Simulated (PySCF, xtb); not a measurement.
C₇H₅NOS, SMILES c1(-c2sccn2)ccco1.

GFN2-xTB in xtb 6.7.1 at its own geometry gives an orbital gap of 2.82 eV and a dipole moment of 0.59 D.

Geometry optimised at B3LYP-D3(BJ)/def2-SVP. One conformer was computed; it need not be the lowest.

Task: What does PBE/def2-SVP (PySCF) give? (The exact figures need the calculation; the answer reports its results.)

Result: gap 3.08 eV (levels -5.22 and -2.14 eV), dipole 0.84 D.
